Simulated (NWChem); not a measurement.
AlH$_{2}$OCl; SMILES [AlH]([Cl])[OH]

```xyz
5

Al    -0.5793     0.6087     0.0000
H     -2.1439     0.6903     0.0000
Cl     0.4180    -1.2441     0.0000
O      0.3066     2.0498     0.0000
H      1.2591     2.1544     0.0000
```
Atoms are numbered in this order, from 1.

Level: PBE0/def2-SVP (NWChem), optimised geometry, unscaled harmonic frequencies. 

Q: List the harmonic frequencies with IR intensities, and the thermochemistry.

A: 
| frequency (cm⁻¹) | IR intensity (km/mol) |
|---|---|
| 207 | 26.9 |
| 378 | 235.6 |
| 496 | 53.7 |
| 506 | 26.2 |
| 562 | 142.9 |
| 686 | 256.1 |
| 899 | 103.4 |
| 2030 | 114.1 |
| 3989 | 119.1 |

- zero-point energy: 13.9 kcal/mol
- thermal correction to the enthalpy at 298.15 K (with zero-point energy): 17.4 kcal/mol
- heat capacity Cv: 14.3 cal/(mol K)
- entropy at 298.15 K and 1 atm (symmetry number 1): 69.0 cal/(mol K)
- dipole moment: 1.02 D

Rigid rotor and harmonic oscillator.
